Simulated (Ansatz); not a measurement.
`CS[SiH](N)[SiH3]` + H₂ → `N[SiH2][SiH3]` + CH₃SH  (hydrogenolysis of the Si–S bond)

Program: Ansatz. Geometries: PBE0-D4/def2-TZVP. ΔE: electronic, gas phase. CCSD(T)/CBS is the MP2 limit (def2-TZVPP, def2-QZVPP) plus CCSD(T) − MP2 in def2-TZVPP, frozen cores. This one scheme is used for every species. Each species was taken in one conformer, which may not be the lowest.

| species | CCSD(T)/def2-TZVPP energy (Eh) |
| --- | --- |
| `CS[SiH](N)[SiH3]` | -1074.00985 |
| H₂ | -1.17233 |
| `N[SiH2][SiH3]` | -636.99880 |
| CH₃SH | -438.16519 |

Task: Work out ΔE.

Result: ΔE = (-636.99880) + (-438.16519) − (-1074.00985) − (-1.17233) = 0.01819 Eh = +47.8 kJ/mol. CCSD(T)/CBS gives +54.2 kJ/mol.

Largest T1 diagnostic among the species: 0.012.

In def2-TZVPP, CCSD(T) changes the Hartree–Fock value by +29.6 kJ/mol (the triples alone add +7.4 kJ/mol) and MP2 by +41.2 kJ/mol. From PBE to PBE0 (25 % exact exchange), in def2-TZVPP and without D4, ΔE moves by −3.0 kJ/mol. The D4 term adds +19.6 kJ/mol with B3LYP and +11.1 kJ/mol with PBE0; it sums over pairs of atoms, weighted by their polarisabilities, and B3LYP, whose exchange is more repulsive, gets the larger term.

B3LYP here is the variant with VWN-RPA as its local correlation; programs differ in this.
